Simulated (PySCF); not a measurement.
diarsenic (As2), SMILES [As]#[As]. Heavy atoms are numbered as in [As:1]#[As:2].

Geometry: B3LYP-D3(BJ)/def2-TZVP.

The numbers are results of PySCF with PBE0/pcSseg-2, not measurements.

GIAO shieldings, no solvent; atoms alike by connectivity are averaged. δ = σ(ref) − σ: ⁷⁵As against AsH3 (σ = 1914.7 ppm), references at their B3LYP-D3(BJ)/def2-TZVP geometries, non-relativistic.

Computed chemical shifts:
```json
[
 {"nucleus": "⁷⁵As", "atoms": "As1", "count": "2", "δ (ppm)": "2484.0"}
]
```
